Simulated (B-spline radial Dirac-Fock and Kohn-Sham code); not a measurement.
## Compton profile of Lu⁴⁺

System: Lu⁴⁺ in the configuration [Xe] 4f13.

Model: the impulse approximation on Dirac-Fock densities. Program: an atomic code on a B-spline grid. pz is in atomic units of momentum; subshell profiles are per electron, for a selection of subshells; open shells are spread over both j values by their weights.

```tsv
pz	J total	J 3s1/2	J 3p1/2	J 4d5/2	J 5p3/2
0	7.042	0.0842	0.0495	0.0945	0.325
0.14	7.023	0.0842	0.0495	0.0945	0.325
0.19	7.006	0.0841	0.0495	0.0945	0.324
0.26	6.975	0.0840	0.0495	0.0945	0.324
0.35	6.918	0.0839	0.0495	0.0945	0.322
0.48	6.802	0.0835	0.0495	0.0945	0.317
0.65	6.588	0.0830	0.0495	0.0945	0.303
0.89	6.180	0.0819	0.0495	0.0945	0.267
1.2	5.557	0.0801	0.0495	0.0944	0.198
1.7	4.658	0.0762	0.0494	0.0935	0.0907
2.3	3.991	0.0702	0.0492	0.0902	0.0268
3.1	3.411	0.0606	0.0484	0.0803	0.0124
4.3	2.554	0.0451	0.0460	0.0562	0.0104
5.8	1.691	0.0279	0.0405	0.0273	0.00378
8	1.026	0.0124	0.0291	0.00702	0.000973
11	0.6251	0.00658	0.0142	0.00272	0.000816
15	0.3577	0.00616	0.00421	0.00243	0.000266
20	0.1950	0.00381	0.00185	0.00127	6.31e-05
28	0.08697	0.000810	0.00166	0.000296	5.20e-05
38	0.03838	0.000209	0.000910	4.78e-05	2.57e-05
```

J(0) = 7.042. The 5p3/2 subshell gives the largest part, 18 %.

Mean momentum ⟨p⟩ by subshell (a.u.): 1s1/2 72.5, 2s1/2 25.9, 2p1/2 34.2, 2p3/2 30.6, 3s1/2 13.0, 3p1/2 15.6, 3p3/2 14.5, 3d3/2 17.4, 3d5/2 17.1, 4s1/2 6.60, 4p1/2 7.40, 4p3/2 6.93, 4d3/2 7.55, 4d5/2 7.38, 4f5/2 7.02, 4f7/2 6.93, 5s1/2 2.55, 5p1/2 2.68, 5p3/2 2.49.

Values without a named source are computed, but for edge energies of neutral atoms, which are taken from tables.
